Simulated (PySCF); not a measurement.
**Simulated absorption spectrum**

C₇H₉ClNP.
Cartesian coordinates in Å at the PBE0-D3(BJ)/def2-SVP level; atoms count from 1:
```
atom  x, y, z in Å
C1    -1.724   -0.336   -0.077
C2    -0.690    0.464    0.714
C3    -1.069    1.942    0.813
C4     0.708    0.291    0.150
C5     0.989    0.675   -1.164
N6     2.154    0.594   -1.798
C7     3.217    0.111   -1.196
Cl8    4.674    0.062   -2.156
C9     3.295   -0.360    0.114
P10    1.938   -0.380    1.185
H11   -1.456   -1.402   -0.121
H12   -1.814    0.031   -1.112
H13   -2.717   -0.251    0.390
H14   -0.673    0.057    1.741
H15   -1.116    2.412   -0.182
H16   -2.058    2.058    1.283
H17   -0.337    2.502    1.414
H18    0.175    1.096   -1.770
H19    4.257   -0.732    0.475
```

The calculation used PySCF 2.14.0, density-fitted response routines, TDDFT CAM-B3LYP/def2-SVPD, vertical, gas phase, core orbitals frozen in the response.

Computed states:

| state | E (eV) | f |
| --- | --- | --- |
| S1 | 4.41 | 0.010 |
| S2 | 4.56 | 0.044 |
| S3 | 5.10 | 0.0001 |
| S4 | 5.21 | 0.0056 |
| S5 | 5.34 | 0.030 |
| S6 | 5.97 | 0.503 |
| S7 | 6.10 | 0.0009 |
| S8 | 6.17 | 0.0008 |
| S9 | 6.26 | 0.211 |
| S10 | 6.81 | 0.0004 |

Broadening: Gaussians 0.3 eV wide at half height, area fixed by f = 4.319×10⁻⁹ ∫ε dν̃. The cross-section is σ = 3.8235×10⁻²¹ ε cm², given in Mb (10⁻¹⁸ cm²). The width is an assumption, not a result. The curve ends short of the highest state used, and states not computed would add to its high-energy end.

Q: What does the envelope look like, and where are its maxima?

A: 
| E (eV) | σ (Mb) |
| --- | --- |
| 3.96 | 0.01 |
| 4.04 | 0.05 |
| 4.12 | 0.28 |
| 4.20 | 1.14 |
| 4.27 | 3.01 |
| 4.35 | 7.07 |
| 4.43 | 12.59 |
| 4.51 | 16.70 |
| 4.58 | 16.36 |
| 4.66 | 11.48 |
| 4.74 | 5.56 |
| 4.81 | 2.17 |
| 4.89 | 0.61 |
| 4.97 | 0.58 |
| 5.05 | 1.72 |
| 5.12 | 3.96 |
| 5.20 | 7.78 |
| 5.28 | 11.06 |
| 5.36 | 11.11 |
| 5.43 | 8.31 |
| 5.51 | 4.43 |
| 5.59 | 3.49 |
| 5.67 | 11.32 |
| 5.74 | 34.41 |
| 5.82 | 87.40 |
| 5.90 | 150.76 |
| 5.97 | 178.80 |
| 6.05 | 160.98 |
| 6.13 | 122.36 |
| 6.21 | 97.11 |

Maxima: 273 nm (4.54 eV), ε about 4500, made up of S1 (13%) and S2 (87%); 233 nm (5.32 eV), ε about 3000, made up of S4 (12%) and S5 (88%); 207 nm (5.98 eV), ε about 47000, made up of S6 (96%) (ε in L mol⁻¹ cm⁻¹; maxima over ε = 5, shares over 10%).

Q: On this curve, what absorbance would a 10⁻³ mol/L sample give at 280 nm over a 1 cm path?

A: 280 nm is 4.428 eV, where ε is about 3300 L mol⁻¹ cm⁻¹, so A = ε c l ≈ 3.3 (Beer–Lambert, with the gas-phase spectrum and the assumed width).

Q: Does any computed singlet lie in the visible range?

A: No computed singlet lies in the visible range (380 to 750 nm); the lowest, at 281 nm, stands 1.15 eV above its violet end (3.26 eV).

Q: What would ε be at 5.98 eV, the highest of these maxima, with half the width (0.15 eV)?

A: About 89100 L mol⁻¹ cm⁻¹ against 46900, a factor of about 1.9; a lone state at its own centre would give exactly 2.

All these states lie below the vertical ionisation energy of 9.32 eV (ΔSCF).

One conformer stands for the species.
